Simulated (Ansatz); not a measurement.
Mulliken charges of F2H3NSSi, SMILES `N[Si](F)(F)S` from B3LYP/def2-TZVPP in Ansatz (PBE0-D4/def2-TZVP geometry).

```tsv
atom	x (Å)	y (Å)	z (Å)	charge (e)
N1	0.465	1.231	0.450	-0.387
Si2	-0.124	-0.107	-0.375	0.839
F3	0.921	-0.886	-1.285	-0.305
F4	-1.200	0.441	-1.402	-0.310
S5	-0.883	-1.491	1.017	-0.263
H6	0.441	2.155	0.054	0.154
H7	1.078	1.153	1.242	0.151
H8	-0.605	-2.553	0.243	0.121
```

By hand: the dipole of these point charges (1 e Å = 4.8032 D).

Σ q r = (0.197, 0.157, 0.296) e Å, of length 0.389 e Å = 1.87 D.

How does the dipole of the full density compare? (An estimate is asked.)

Ansatz gave: (0.237, 0.198, 0.264) e Å, 1.95 D; the point charges give 0.96 times that, at 9° from its direction.

Point charges leave out the atoms' own dipoles, such as those of lone pairs, and Mulliken's split depends on the basis, so the close match here is no proof of good charges.

B3LYP here is the variant with VWN-RPA as its local correlation; programs differ in this.
